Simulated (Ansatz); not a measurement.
Clusters of 7 atoms, IV-VI: gap (eV) at several levels, gas phase, relaxed structures; Ansatz. Clusters are the lowest isomers that short searches found in that spin, judged at the geometry's level. Core potentials for Pb, Sn, Te in the def2 sets, no spin–orbit coupling. HOMO and LUMO are taken over both spins. The structures are stationary points that may keep the symmetry of their start. Remarks come from the PBE and PBE0 runs and from stability tests at other levels; not every state was tested.

```csv
species,state,geometry,PBE-D4/def2-SVP,r2SCAN-D4/def2-TZVP,PBE0-D4/def2-SVP,PBE0-D4/def2-TZVP,remarks
Sn3O4 (with an O–O bond),singlet,r2SCAN-D4/def2-SVP,2.57,3.19,4.74,4.76,restricted SCF unstable in HF
Pb4O3,singlet,PBE-D4/def2-SVP,1.82,2.09,3.15,3.08,restricted SCF unstable in HF
Ge3O4⁺,doublet,r2SCAN-D4/def2-SVP,0.92,1.90,4.00,3.96,–
Si3Se4⁺,doublet,PBE-D4/def2-SVP,0.69,1.10,2.29,2.32,–
Sn4Te3,singlet,r2SCAN-D4/def2-SVP,2.04,2.29,3.32,3.30,–
Pb3O4⁺ (with an O–O bond),doublet,PBE0-D4/def2-SVP,0.63,1.17,3.05,3.12,–
Ge3Se4,singlet,PBE-D4/def2-SVP,1.95,2.18,3.52,3.50,–
```

(1) Estimate the column for PBE-D4/def2-TZVP.

(1) Sn3O4 (with an O–O bond) 2.72; Pb4O3 1.77; Ge3O4⁺ 0.90; Si3Se4⁺ 0.71; Sn4Te3 2.02; Pb3O4⁺ (with an O–O bond) 0.66; Ge3Se4 1.93.
